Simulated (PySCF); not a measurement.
H3Sb, SMILES [SbH3+], charge +1, multiplicity 2.

Coordinates come from a PBE0-D3(BJ)/def2-TZVPD optimisation. The def2 effective core potentials stand for the cores of Sb; spin–orbit coupling is left out.

Calculation: TDA-LC-ωPBE/def2-TZVPD run with PySCF 2.14.0.

Vertical excitations; the highest root listed may be one member of a degenerate set. 

Computed UV-visible absorptions:
| state | energy (eV) | λ (nm) | f | main pairs |
|---|---|---|---|---|
| root 1 | 4.72 | 263 | 0.005 | β HOMO→LUMO (degenerate set) |
| root 2 | 4.72 | 263 | 0.005 | β HOMO−1→LUMO (degenerate set) |
| root 3 | 6.46 | 192 | 0.000 | α HOMO→LUMO 94 % |
| root 4 | 6.66 | 186 | 0.037 | α HOMO→LUMO+2 (degenerate set) |
| root 5 | 6.66 | 186 | 0.037 | α HOMO→LUMO+1 (degenerate set) |
| root 6 | 8.21 | 151 | 0.001 | α HOMO−1→LUMO, α HOMO−2→LUMO+1, α HOMO−1→LUMO+2, β HOMO−1→LUMO+1 (degenerate set) |
| root 7 | 8.21 | 151 | 0.001 | α HOMO−2→LUMO, α HOMO−1→LUMO+1, α HOMO−2→LUMO+2, β HOMO→LUMO+1 (degenerate set) |
| root 8 | 8.72 | 142 | 0.000 | α HOMO−2→LUMO+2 23 %, α HOMO−1→LUMO+1 23 %, β HOMO→LUMO+3 17 %, β HOMO−1→LUMO+2 17 %, β HOMO−2→LUMO 9 % |
| root 9 | 9.37 | 132 | 0.221 | α HOMO→LUMO+3 88 % |
| root 10 | 9.45 | 131 | 0.000 | α HOMO−1→LUMO+2 28 %, α HOMO−2→LUMO+1 28 %, β HOMO−1→LUMO+3 19 %, β HOMO→LUMO+2 19 % |
Unrestricted roots are not spin-pure.
